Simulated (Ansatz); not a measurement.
Basis-set extrapolation for `[SiH2]N([SiH3])[SiH2]Cl` radical (PBE0-D4/def2-TZVP geometry, frozen core, Ansatz). Multiplicity 2, UHF reference.

```
                       def2-TZVPP    def2-QZVPP
                 HF  -1384.985308  -1385.028821
    MP2 correlation     -0.749334     -0.810349
CCSD(T) correlation     -0.851742       not run
```

Energies in hartree. Use E(X) = E(∞) + A·exp(−7.88·√X) for Hartree–Fock and E(X) = E(∞) + B·X^(−2.97) for correlation, with X = 3 and 4, and add CCSD(T) minus MP2 of the smaller set to the MP2 limit.

What is the CCSD(T) energy at the basis-set limit?

HF limit: -1385.028821 + (-0.043513) × 0.13774 = -1385.03481. MP2 limit: -0.810349 + (-0.061015) × 0.74074 = -0.85555. Higher-order term: -0.851742 − (-0.749334) = -0.10241. Total: -1385.99277 hartree, 4.24 eV below CCSD(T)/def2-TZVPP.
